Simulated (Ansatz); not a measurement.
`BSB(O)Cl`, relaxed with RKS PBE-D4/def2-SVP in the Gaussian-basis code of Ansatz from a rough embedded geometry. The force threshold is 0.03 eV/Å; the program also tests the step.

Charge 0, multiplicity 1.

Start:

```xyz
8

B    -0.947    0.321   -1.246
S    -0.049    1.563   -0.103
B     0.538    0.175    1.013
O     1.773   -0.472    0.885
Cl   -0.540   -0.366    2.453
H    -2.040    0.098   -1.095
H    -0.330   -0.101   -2.156
H     1.596   -1.218    0.249
```

```
         step  energy (eV)  largest force (eV/Å)  largest move (Å)
            1  -26784.2952                 2.094             0.000
            2  -26784.5287                 1.284             0.125
            3  -26784.7043                 1.554             0.190
            4  -26785.0044                 0.734             0.200
            5  -26785.2442                 0.671             0.200
            6  -26785.4599                 1.097             0.195
            7  -26785.6254                 0.781             0.195
            8  -26785.7586                 0.729             0.200
            9  -26785.8703                 0.356             0.191
           10  -26785.9345                 0.162             0.200
           11  -26785.9535                 0.401             0.199
           12  -26785.9687                 0.211             0.077
           13  -26785.9748                 0.304             0.113
           14  -26785.9964                 0.141             0.200
15 (rejected)  -26785.9932                 0.541             0.196
           16  -26786.0054                 0.086             0.097
           17  -26786.0121                 0.139             0.100
18 (rejected)  -26786.0107                 0.358             0.146
           19  -26786.0167                 0.071             0.073
           20  -26786.0202                 0.064             0.071
21 (rejected)  -26786.0191                 0.243             0.110
           22  -26786.0216                 0.085             0.053
           23  -26786.0237                 0.053             0.054
           24  -26786.0244                 0.111             0.072
           25  -26786.0249                 0.087             0.004
           26  -26786.0257                 0.034             0.036
           27  -26786.0258                 0.058             0.051
           28  -26786.0261                 0.023             0.005
```

End:

```xyz
8

B    -1.138    0.438   -1.364
S     0.565    0.217   -0.855
B     0.558   -0.284    0.937
O     1.746   -0.529    1.542
Cl   -0.900   -0.455    1.910
H    -2.055    0.263   -0.595
H    -1.287    0.766   -2.521
H     2.510   -0.416    0.946
```

Run time 29 s (4 threads of a server CPU on a shared host); peak host memory 0.15 GiB.
